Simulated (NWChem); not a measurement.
Species: silylphosphine (SiPH5); SMILES P[SiH3]

All runs: NWChem. Pople sets run with spherical d functions. Structure relaxed at the B3LYP/6-31G* (spherical d) level. Level: B3LYP/6-31G* with SMD (1 M gas to 1 M solution), gas-phase geometry. Reactions with the solvent are ignored.

For solvent water:

```yaml
solvation free energy (kcal/mol): 1.3
cavity-dispersion-structure term (kcal/mol): 3.0
dipole in solution (D): 1.31
```

Problem. Estimate the same quantities for solvent n-hexane.

Solution. The solvation free energy (kcal/mol) is -0.5 and the cavity-dispersion-structure term (kcal/mol) is 0.2. The dipole in solution (D) comes out as 1.08.
